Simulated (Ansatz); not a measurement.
Species: HBOBr, charge 0, doublet. HBOBr (SMILES O[B]Br, doublet).
B3LYP-D3(BJ)/def2-TZVP minimum from Ansatz (a first-principles code):
```
B
O 1 1.3322
H 2 0.9643 1 114.68
Br 1 1.9206 2 122.40 3 -180.00
```
Charge 0, spin multiplicity 2.

Total energies in cc-pVTZ, 17 correlated electrons, 16 frozen orbitals. UHF or UKS for unpaired electrons; spin-orbit terms are left out. Correlated methods leave the cores frozen (noble-gas shells, and filled d and f shells in the p block). No relativity. Spin-orbit terms, left out, reach several kcal/mol for Br and I, and more for heavier atoms.

```tsv
method	program	energy (Eh)	minus CCSDT(Q) (mEh)
HF	Ansatz	-2672.66186	513.97
MP2	Ansatz	-2673.13363	42.20
CCSD	Ansatz	-2673.15413	21.70
CCSD(T)	Ansatz	-2673.17413	1.70
CCSDT(Q)	Ansatz	-2673.17583	0.00
```

Rough core times of Ansatz's runs on a shared machine: CCSD(T) 20 s, CCSDT(Q) 80 min.
